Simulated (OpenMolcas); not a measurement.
**Ag3+: effect of the metal basis**

Ag3+ with its 6 nearest fluoride ions at 2.017 Å, on the Ga site of K2NaGaF6 (a = 8.246 Å, distance in the model lattice 1.938 Å). The rest of the host is ab initio model potentials to 7.6 Å and point charges beyond; the distance is set by hand and nothing relaxes.

* Program: OpenMolcas 26.06
* Method: CASSCF
* Spin-orbit coupling: RASSI with atomic mean-field integrals over the reference wave functions

Fixed: ligand basis ANO-RCC-VDZP, active space 8 electrons in 5 orbitals (4d), DKH2 Hamiltonian.

States (labels of O, the rotations of Oh). Energies in cm-1 above the lowest state or level, χT in cm3 K/mol; 10Dq and B are least-squares fits to the states below 45000 cm-1, weighted by degeneracy, with a free offset, and given where the rms deviation is under 5 % of |10Dq| (or 100 cm-1) and under 700 cm-1.

| Run | Metal basis | Ground state | First state of that spin | 10Dq | B (rms of fit) | First gap with spin-orbit (degeneracies) | χT at 300 K | First state of another spin | Cost |
| --- | --- | --- | --- | --- | --- | --- | --- | --- | --- |
| A | ANO-RCC-VDZP | 3A2 | 3T2 20756 | 19884 | 905 (295) | 11866 (3, 2) | 1.212 | 1E 12164 | roughly 28 core-seconds |
| B | ANO-RCC-VTZP | 3A2 | 3T2 19596 | 19136 | 916 (175) | 12227 (3, 2) | 1.241 | 1E 12598 | roughly 40 core-seconds |

Against A, |10Dq| changes by -3.8 % in B.

Costs are those of the RASSCF and RASSI steps.

Without dynamic correlation the repulsion within the d shell is too large (B by tens of per cent), so at a given field states of lower spin stand too high. Real 4d8 and 5d8 ions are as a rule square planar and diamagnetic. With metal d orbitals alone the field can be off either way by tens of per cent. Ligand-to-metal charge-transfer states are missing. With no ligand orbital active B as a rule stays too high, so bands that hang on it stand too high and its fall with covalency is understated. The least metal-like active orbital is 71 % on the metal (Löwdin) and no ligand orbital is active, so the numbers are rough (holds for A). The least metal-like active orbital is 75 % on the metal (Löwdin) and no ligand orbital is active, so the numbers are rough (holds for B). No measured value stands beside these numbers; the geometry was set by hand and not optimised.
